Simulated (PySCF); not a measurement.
C₃H₆GeO, SMILES [GeH3][O]CC#C.

Geometry: TPSSh-D3(BJ)/def2-SVP. The structure was generated by enumeration, and PubChem lists no compound with its InChIKey, so it may never have been made. The values are those of a single conformer.

All values below come from PBE/def2-TZVP (PySCF).

```json
{
 "total_energy": "-2269.59164 hartree",
 "point_group": "Cs",
 "highest_occupied_level": "-6.26 eV",
 "lowest_empty_level": "-1.14 eV",
 "orbital_gap": "5.11 eV",
 "dipole_moment": "1.38 D",
 "quadrupole, principal values (traceless, Buckingham form, about the centre of nuclear charge)": "-3.55, -2.59, 6.14 D·Å",
 "mean_static_polarisability": "71.1 bohr³ (10.54 Å³)",
 "polarisability_principal_values": "55.2, 58.1, 100.1 bohr³"
}
```
